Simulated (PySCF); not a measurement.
Which determinant of BrF⁺ lies lowest?

Unrestricted PBE0; PySCF, no relativity, basis sets Br 6-31G(d,p), F 6-31G(d,p). Outer shells of the fragments: Br+ 3d10 4s2 4p4; F 2s2 2p5.

Followed along the bond (rough minima from three points):

| 2Ms+1 | unpaired | ⟨S²⟩ at the start | R at minimum (Å) | Te (eV) |
| --- | --- | --- | --- | --- |
| 2 | π ↑ | 0.75 | 1.70 | 0.00 |
| 4 | σ ↑, π ↑↑ | 3.76 | none in the scan | ≤ 1.87 |

Solutions found at the starting distance of 1.830 Å, counted from the lowest of them; the search is not exhaustive and high or unbound solutions are not listed, so other states can lie among these:

| 2Ms+1 | unpaired | term | E (eV) | ⟨S²⟩ | ⟨Lz²⟩ | μ (D) |
| --- | --- | --- | --- | --- | --- | --- |
| 2 | π ↑ | ²Π | 0.00 | 0.75 | 1.00 | -1.69 |
| 4 | σ ↑, π ↑↑ | ⁴Σ⁻ | 1.73 | 3.76 | 0.00 | -1.49 |
| 2 | σ ↑, π ↑↓ | mixed | 2.47 | 1.76 | 2.01 | -1.42 |
| 2 | σ ↓, π ↑↑ | mixed | 2.49 | 1.76 | 0.00 | -1.47 |
| 2 | σ ↑ | mixed | 3.59 | 0.75 | 2.00 | -1.25 |
| 4 | σ ↑, π ↑↑ | mixed | 4.21 | 3.75 | 2.01 | 1.08 |
| 4 | σ ↑↑, π ↑ | ⁴Π | 5.44 | 3.75 | 1.00 | -0.23 |
| 2 | π ↑ | ²Π | 7.04 | 0.75 | 1.03 | -0.93 |

A term symbol is given only where ⟨S²⟩ and ⟨Lz²⟩ are close to those of a pure state; real π, δ and φ orbitals otherwise mix terms. A positive dipole points towards F; it is taken about the centre of mass and depends on that origin.

Spin–orbit coupling is left out. Counting both spins, an empty level lies below a filled one in some of these solutions, because spin and occupation are held.
